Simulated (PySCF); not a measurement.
Geometry:
```csv
atom,x (Å),y (Å),z (Å)
C1,-1.621,-0.395,0.185
C2,-0.175,-0.312,0.606
C3,0.568,1.078,0.619
Si4,-0.278,2.680,0.104
P5,1.101,-0.085,-0.625
O6,0.964,0.034,-2.104
C7,2.663,-0.918,-0.007
F8,2.685,-0.946,1.330
F9,3.743,-0.268,-0.426
F10,2.728,-2.169,-0.448
H11,-1.799,0.124,-0.768
H12,-2.278,0.047,0.950
H13,-1.917,-1.445,0.047
H14,0.089,-0.945,1.461
H15,1.241,1.219,1.475
H16,-0.969,2.530,-1.207
H17,-1.275,3.077,1.144
H18,0.774,3.732,0.001
```

Computational details: GIAO CAM-B3LYP/pcSseg-1 shieldings, PBE0-D3(BJ)/def2-SVP geometry, in PySCF 2.14.0 with density-fitted response routines (rapidly exchanging positions averaged, relativity neglected, isolated molecule, one computed conformer).

Question: List the cross peaks expected in HSQC, COSY and HMBC spectra.

Answer: 

HSQC (one-bond C–H):
```tsv
δH	δC
1.71 (H14)	20.3 (C2)
1.51 (H11/H12/H13)	9.3 (C1)
1.05 (H15)	8.3 (C3)
```

COSY cross peaks (H two or three bonds apart, from the bond graph; peaks can be absent where the dihedral angle is near 90°):
```tsv
δH	δH
4.07 (H16/H17/H18)	1.05 (H15)
1.71 (H14)	1.51 (H11/H12/H13)
1.71 (H14)	1.05 (H15)
```

HMBC (two and three bonds, from the bond graph):
```tsv
δH	δC
4.07 (H16/H17/H18)	20.3 (C2), 8.3 (C3)
1.71 (H14)	130.9 (C7), 9.3 (C1), 8.3 (C3)
1.51 (H11/H12/H13)	20.3 (C2), 8.3 (C3)
1.05 (H15)	130.9 (C7), 20.3 (C2), 9.3 (C1)
```

Referencing at the same level of theory: $^{1}$H (σ = 31.33 ppm) and $^{13}$C (σ = 182.45 ppm) vs TMS.

Short H···H contacts in this conformer between protons four or more bonds apart (candidates for NOE cross peaks, intensity ∝ r⁻⁶): H11···H16 2.58 Å.

Shifts are as computed, not scaled to solution data. Of 1313 compounds with measured shifts, 239 miss one by over three times the rms of a fit or turn the order of signals round; such compounds aren't used in these exercises.
